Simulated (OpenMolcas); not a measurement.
neutral germanium: from RASSCF to RASPT2

```yaml
Program: OpenMolcas
Basis: ANO-RCC [10s9p8d5f2g]
Scalar_Hamiltonian: DKH2, point nucleus
Active_space: 2 electrons in 9 orbitals (RAS2 4p; RAS3 4d 5s, at most 1 electron)
State_averaging: 2S+1 = 3 even, 3 roots; 2S+1 = 1 even, 6 roots; 2S+1 = 3 odd, 18 roots; 2S+1 = 1 odd, 8 roots
Spin-orbit_coupling: state interaction with AMFI integrals over the reference wave functions, term energies averaged over their components
```

Methods on the same reference wave functions:
A. RASSCF
B. SS-RASPT2, IPEA 0.25 Eh, imaginary shift 0.1 Eh (closed shells correlated: 3d 4s)
C. MS-RASPT2, IPEA 0.25 Eh, imaginary shift 0.1 Eh (closed shells correlated: 3d 4s)

Energies in cm-1 above 4s2 4p2 3P0, the measured ground level; measured values from NIST Handbook of Basic Atomic Spectroscopic Data.

| Level | A | B | C | Measured |
| --- | --- | --- | --- | --- |
| 4s2 4p2 3P0 | 0.0 | 0.0 | 0.0 | 0.0 |
| 4s2 4p2 3P1 | 468 | 478 | 478 | 557 |
| 4s2 4p2 3P2 | 1245 | 1238 | 1238 | 1410 |
| 4s2 4p2 1D2 | 9353 | 6940 | 6940 | 7125 |
| 4s2 4p2 1S0 | 21676 | 18500 | 18500 | 16367 |
| 4s2 4p 5s 3P* 0 | 37184 | 38190 | 38190 | 37452 |
| 4s2 4p 5s 3P* 1 | 37475 | 38430 | 38430 | 37702 |
| 4s2 4p 5s 3P* 2 | 38610 | 39620 | 39620 | 39118 |
| 4s2 4p 5s 1P* 1 | 40039 | 40570 | 40570 | 40021 |
| 4s2 4p 4d 1D* 2 | 55105 | 53920 | 53920 |  |

Deviations, from unrounded energies. A percentage is the sum of absolute deviations over the sum of measured energies, with the sign that they share, or ± where signs differ.

| Against measurement | Levels | A | B | C |
| --- | --- | --- | --- | --- |
| mean absolute deviation (cm-1) | 8 | 1100 | 640 | 640 |
| fine structure of the ground term (%) | 2 | -12.9 | -12.8 | -12.8 |
| other terms of the ground configuration (%) | 2 | +32.1 | ±9.9 | ±9.9 |
| other configurations (%) | 4 | ±0.7 | +1.6 | +1.6 |

B, C lie about equally close to measurement and A furthest from it. The largest miss of C in the table is 4s2 4p2 1S0, by +2100 cm-1. The ranking rests on the paired levels alone, and a cruder setting can come out closer through cancelling errors.

Between B and C no level of the table moves by more than 5 cm-1.

The two smallest mean deviations differ by little beside CASPT2's spread within terms, so their order carries little weight.

From A to B the spin-free energies of the other terms of 4s2 4p2 shown, above 3P, scale by factors of 0.71 to 0.85.

The lowest spin-free term lies below A's lowest term by 0.530 hartree in B, 0.530 hartree in C.

Term energies are means over components that CASPT2 splits; among the terms shown or strongly mixed into the levels shown the widest spread is 110 cm-1 (4s2 4p2 1D, C). ANO sets are built for valence states and can reach diffuse excited orbitals poorly, and with the s shell closed the s pⁿ⁺¹ terms that mix with these levels are absent. With the s shell closed, the reference lacks s² → p² mixing. Without dynamic correlation excited terms often stand tens of per cent too high (terms of higher spin than the ground term too low), and those without a measured partner can miss by more than the paired ones (holds for A). Computed and measured levels are paired by configuration, term and J; levels that our copy of the source lacks, or whose pairing is in doubt (as where it misses far off the trend of its configuration), stay unpaired and out of the deviations. Only configurations of the active space appear. The table leaves out levels that lie high or whose names do not pair safely across all columns.

* marks odd parity.
